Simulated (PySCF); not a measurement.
**Cr: ionisation energy**

Cr [Ar] 3d5 4s1 (7S) → Cr⁺ [Ar] 3d5 (6S), as a difference of total energies. All numbers are calculated (PySCF 2.14, the spin-free X2C one-electron Hamiltonian (Gaussian nucleus), in x2c-QZVPPall). Correlated levels: valence: [Ar] frozen; valence and next inner shell: [Ne] frozen. The calculations carry no spin-orbit coupling.

```json
{"method": "UHF", "ionisation energy (eV)": "6.008", "error (eV)": "-0.759"}
{"method": "LDA", "ionisation energy (eV)": "7.592", "error (eV)": "+0.825"}
{"method": "PBE", "ionisation energy (eV)": "7.388", "error (eV)": "+0.621"}
{"method": "PBE0", "ionisation energy (eV)": "7.050", "error (eV)": "+0.283"}
{"method": "r2SCAN", "ionisation energy (eV)": "7.353", "error (eV)": "+0.586"}
{"method": "B97-3", "ionisation energy (eV)": "6.820", "error (eV)": "+0.053"}
{"method": "TPSSh", "ionisation energy (eV)": "7.083", "error (eV)": "+0.316"}
{"method": "BLYP", "ionisation energy (eV)": "7.245", "error (eV)": "+0.478"}
{"method": "MP2 (valence)", "ionisation energy (eV)": "6.511", "error (eV)": "-0.256"}
{"method": "SCS-MP2 (valence)", "ionisation energy (eV)": "6.176", "error (eV)": "-0.591"}
{"method": "MP2 (valence and next inner shell)", "ionisation energy (eV)": "6.759", "error (eV)": "-0.008"}
{"method": "SCS-MP2 (valence and next inner shell)", "ionisation energy (eV)": "6.409", "error (eV)": "-0.358"}
```

Reference: 6.767 eV (measured; NIST Atomic Spectra Database, ionization energies).

Errors of the correlated levels include the incompleteness of this basis and the frozen core.
